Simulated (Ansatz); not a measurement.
Input for Ansatz (an electronic-structure program): R-CCSD(T)/def2-SVP on H3InO2 (SMILES [OH][InH][OH]), a point of a torsion scan. Elements past Kr take the def2 small-core potentials; no spin–orbit coupling. The run froze 11 orbitals, filled d shells among them.

Ansatz 0.2 input:
```yaml
crystal:
  periodic: [false, false, false]
  atoms:
    - {symbol: O, position_ang: [-1.73736023, -0.42091004, 0.33858306]}
    - {symbol: In, position_ang: [0.02537137, 0.33536918, 0.09101755]}
    - {symbol: O, position_ang: [1.43786110, -0.95170913, 0.40551177]}
    - {symbol: H, position_ang: [-2.15834854, -0.81606541, -0.42310719]}
    - {symbol: H, position_ang: [0.27941589, 1.97030553, -0.20947598]}
    - {symbol: H, position_ang: [2.34652032, -0.66233742, 0.34945175]}
basis:
  gaussian:
    orbitals: def2-SVP
magnetization: {spin_polarized: false}
correlation: {method: ccsd_t, electrons: outside_noble_gas}
scf: {lower_state_search: off}
```

It printed:

```
WARN ansatz: RAYON_NUM_THREADS=1 ignored (pool sized by the plan → 1); use --threads N
Functional definition: HF
these checks for a lower state are left out or cut short: stability, starts, cluster_reference, orbital_swaps, neighbouring_geometries, increment
integrals: 0.05 GiB planned
752 factors; integrals over basis functions are off by at most 7.2e-4 eV
mean field: 0.13 GiB planned
mean field evaluation 1: about -9261.5013 eV, gradient 5.2e1 eV
mean field evaluation 2: about -9261.5228 eV, gradient 5.2e1 eV
mean field evaluation 4: about -9266.8760 eV, gradient 2.3e0 eV
mean field evaluation 8: about -9266.9003 eV, gradient 2.0e-1 eV
mean field -9266.90042276 eV, -340.5523092057 hartree, gradient 3.2e-6 eV, S^2 0.000000; 0 other end points of the search recorded, 0 dependent functions left out
11 core orbitals not correlated, not the lowest: weight in the atoms' cores, before any rotation towards them, 0.882 or more for the frozen orbitals, at most 0.096 for the correlated occupied ones
reference -9266.90042276 eV, -340.5523092057 hartree; 9, 9 occupied and 49, 49 virtual orbitals, 752 factors
second order -12.10161959 eV of doubles, -0.00000000 eV of singles
coupled cluster: 0.13 GiB planned
cycle   1  -12.11112983 eV  change   -9.5e-3 eV  update   9.6e-2
cycle   2  -12.41199485 eV  change   -3.0e-1 eV  update   3.1e-2
cycle   3  -12.52536494 eV  change   -1.1e-1 eV  update   1.9e-2
cycle   4  -12.52031645 eV  change    5.0e-3 eV  update   5.1e-3
cycle   5  -12.51634349 eV  change    4.0e-3 eV  update   2.3e-3
cycle   6  -12.51699381 eV  change   -6.5e-4 eV  update   7.7e-4
cycle   7  -12.51676327 eV  change    2.3e-4 eV  update   2.5e-4
cycle   8  -12.51664727 eV  change    1.2e-4 eV  update   7.6e-5
cycle   9  -12.51666195 eV  change   -1.5e-5 eV  update   3.1e-5
cycle  10  -12.51667305 eV  change   -1.1e-5 eV  update   1.1e-5
perturbative correction -0.25444981 eV, -0.0093508579 hartree
Total energy: -9279.67154562 eV, -341.0216393141 hartree
Checks for a lower state left out: stability, starts, cluster_reference, orbital_swaps, neighbouring_geometries, increment
```

The calculation finished and met its thresholds.

Cost: very roughly 1.5 core-seconds.
